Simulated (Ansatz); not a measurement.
Stepwise reaction of `BF` with hydrogen sulfide, as a gas-phase model of exchange steps in deposition or etching. ΔE in kJ/mol; ΔG adds harmonic PBE0-D4 terms to CCSD(T)/CBS, at 1 bar.

Isolated molecules relaxed with PBE0-D4/def2-TZVP in Ansatz; ΔE leaves out vibrations. CCSD(T)/CBS is the MP2 limit (def2-TZVPP, def2-QZVPP) plus CCSD(T) − MP2 in def2-TZVPP, frozen cores. This one scheme is used for every species. DFT in def2-TZVPP. B3LYP here is the variant with VWN-RPA as its local correlation; programs differ in this. One conformer a species, not always the lowest.

```json
{"step": "2", "reaction": "`FBS` + H₂S → `FB(S)S` + H₂", "PBE-D4": "-49.5", "B3LYP-D4": "-40.5", "ωB97M-V": "-40.0", "CCSD(T)/CBS": "-39.8", "ΔG(600 K)": "-26.1"}
```

Task: Give the row of step 1, `BF` + H₂S → `FBS` + H₂. (An estimate is asked.)

Result: Computed: 
```csv
step,reaction,PBE-D4,B3LYP-D4,ωB97M-V,CCSD(T)/CBS,ΔG(600 K)
1,`BF` + H₂S → `FBS` + H₂,-74.5,-62.7,-62.6,-61.9,-51.6
```

Task: By hand: ΔE of the 2 steps together at CCSD(T)/CBS.

Result: (-61.9) + (-39.8) = -101.7 kJ/mol, or -50.8 kJ/mol a step.

In ΔE each step is higher than the one before. All are downhill at CCSD(T)/CBS. ΔG lies between -51.6 and -26.1 kJ/mol a step. PBE-D4 differs from CCSD(T)/CBS by -12.6 to -9.7 kJ/mol a step. Isolated molecules leave out the surface, adducts and barriers. Largest T1 diagnostic: 0.014.
